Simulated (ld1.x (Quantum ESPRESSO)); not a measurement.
**What one change does to a pseudopotential (Co (Z = 27), TM)**

```
Element                 : cobalt
Generator               : ld1.x (Quantum ESPRESSO) 7.5
Type                    : norm-conserving Troullier–Martins (Kleinman–Bylander form)
Functional              : PBEsol
Relativity              : fully relativistic
Frozen core             : [Ar]
Valence charge          : 9
Reference configuration : 3d7 4s1 4p0 (charge +1)
Partial waves           : 4s (bound): rc 2.20 bohr; 4p (bound, empty): rc 2.00 bohr; 3d (bound): rc 1.10 bohr
Local potential         : all-electron potential smoothed inside 1.60 bohr (lloc = -2)
Core correction         : a·sin(br)/r model core, default radius (core density twice the valence density)
```

Open shells are filled in proportion to 2j + 1 (rel_dist='average').

Change: reference 3d7 4s1.75 4p0.

Cutoffs: the cutoffs (Ry, on a coarse ladder) from which the occupation-weighted sum of valence levels, in a spherical-Bessel basis at the reference potential, stays within 10 and 1 mRy of its value at 400 Ry; they do not see the model core or the augmentation charge, which bear on the density cutoff. Errors are all-electron minus pseudo energies relative to the spin-unpolarised reference configuration.

Problem. What does the change do?

Solution. The potential gets neither clearly harder nor softer (180 Ry and 300 Ry → 180 Ry and 300 Ry); neither file shows a bound ghost.

| quantity | base | changed |
| --- | --- | --- |
| cutoff, loose | 180 Ry | 180 Ry |
| cutoff, tight | 300 Ry | 300 Ry |
| bound ghosts | none | none |
| largest error over its own tests, meV | -304 | -258 |
| s: phases at 2.39 bohr within 0.05 rad from the reference energy up to (Ry; the scan ends near 5) | 0.8 | 1.1 |
| p1/2: phases at 2.39 bohr within 0.05 rad from the reference energy up to (Ry; the scan ends near 5) | 1.3 | 1.4 |
| p3/2: phases at 2.39 bohr within 0.05 rad from the reference energy up to (Ry; the scan ends near 5) | 1.1 | 1.1 |
| d3/2: phases at 2.39 bohr within 0.05 rad from the reference energy up to (Ry; the scan ends near 5) | 0.7 | 1.2 |
| d5/2: phases at 2.39 bohr within 0.05 rad from the reference energy up to (Ry; the scan ends near 5) | 0.7 | 1.2 |
